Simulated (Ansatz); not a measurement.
Several settings on one geometry of [BCl4]- (BCl4⁻) (that of the charge -1 singlet, B3LYP-D4/def2-SVPD). Ansatz on 4 threads of Arm Neoverse V2 on a shared host; times are rough.

```xyz
5

B    -0.0003   -0.0002    0.0009
Cl    0.0114   -0.0190    1.8811
Cl    1.7680    0.0112   -0.6375
Cl   -0.8934    1.5389   -0.6067
Cl   -0.8857   -1.5309   -0.6378
```

Totals from different functionals, basis sets or treatments of relativity can't be compared as stabilities.

The 6-31G sets use Cartesian d functions.

Task: Give the basis size and estimate the energy, ⟨S²⟩ and time of these runs.

| run | method | charge | state | further keys |
| --- | --- | --- | --- | --- |
| 1 | RKS PBEsol/6-31G* | -1 | singlet | fitting: {mean_field: cc-pVTZ-jkfit}; scf: {lower_state_search: off} |
| 2 | RKS CAM-B3LYP-D4/6-31G* | -1 | singlet | scf: {omitted_lower_state_checks: [starts]}; forces asked |
| 3 | RKS RPBE/aug-pcseg-2 | -1 | singlet | scf: {omitted_lower_state_checks: [starts]} |
| 4 | RKS PBE0-D3(BJ)/aug-cc-pVTZ | -1 | singlet | nuclear_model: gaussian; forces asked |

Result: 
```tsv
run	functions	energy (Eh)	⟨S²⟩	wall time
1	91	-1862.1880	–	0.35 s
2	91	-1865.8783	–	1.5 s
3	246	-1865.8249	–	2.9 s
4	246	-1865.3697	–	7 s
```

The highest occupied level of an anion often lies above zero with these methods, and sets without diffuse functions describe the outer electron poorly.
